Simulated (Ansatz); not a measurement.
Start from `OC([SiH3])S` and change one atom or group to get `[SiH3]OC([SiH3])S`.

Ansatz, PBE0-D4/def2-TZVP geometries, multiplicity 1. Each molecule was computed in one conformer, which needn't be the lowest.

```json
{"property": "LUMO energy (PBE0/def2-TZVPP) / eV", "`OC([SiH3])S`": "-0.04"}
{"property": "LUMO energy (ωB97M-V/def2-TZVPP) / eV", "`OC([SiH3])S`": "1.63"}
{"property": "size of the dipole moment (B3LYP/def2-TZVPP) / D", "`OC([SiH3])S`": "2.10"}
{"property": "HOMO energy (PBE/def2-TZVPP) / eV", "`OC([SiH3])S`": "-6.03"}
{"property": "size of the dipole moment (ωB97M-V/def2-TZVPP) / D", "`OC([SiH3])S`": "2.11"}
{"property": "LUMO energy (PBE/def2-TZVPP) / eV", "`OC([SiH3])S`": "-0.92"}
```

What does the change do to each property? (Estimate.)

Computed: 
| property | `[SiH3]OC([SiH3])S` | shift |
| --- | --- | --- |
| LUMO energy (PBE0/def2-TZVPP) / eV | -0.22 | -0.18 |
| LUMO energy (ωB97M-V/def2-TZVPP) / eV | 1.51 | -0.12 |
| size of the dipole moment (B3LYP/def2-TZVPP) / D | 0.29 | -1.81 |
| HOMO energy (PBE/def2-TZVPP) / eV | -6.15 | -0.12 |
| size of the dipole moment (ωB97M-V/def2-TZVPP) / D | 0.33 | -1.78 |
| LUMO energy (PBE/def2-TZVPP) / eV | -1.12 | -0.20 |

With PBE0 the HOMO falls by 0.10 eV and the LUMO falls by 0.18 eV, so the gap narrows by about 0.08 eV. PBE moves the HOMO by -0.12 eV and ωB97M-V by -0.05 eV. Dipoles are sizes alone; their direction can turn.

B3LYP here is the variant with VWN-RPA as its local correlation; programs differ in this.
